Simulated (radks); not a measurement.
Species: Fe XXV. Configuration: [He] (the NIST ground configuration). All-electron calculation, non-relativistic Kohn-Sham, BLYP, spin-polarised, spherical densities, point nucleus. Program: a radial shooting solver on a logarithmic mesh with Libxc functionals.

Radial electron density D(r) = 4 pi r^2 rho(r):

r (bohr),D(r) (e/bohr)
0.004173,1.924
0.005056,2.698
0.006127,3.747
0.007423,5.142
0.008995,6.957
0.0109,9.252
0.01321,12.05
0.016,15.30
0.01939,18.85
0.02349,22.37
0.02846,25.40
0.03449,27.32
0.04146,27.57
0.05023,25.77
0.06086,21.92
0.07375,16.64
0.08936,11.00
0.1083,6.155
0.1312,2.814
0.159,1.008
0.1926,0.2686
0.2334,0.05022
0.2828,0.006187
0.3426,0.0004597

D(r) has 1 maximum, at r = 0.0389 bohr.
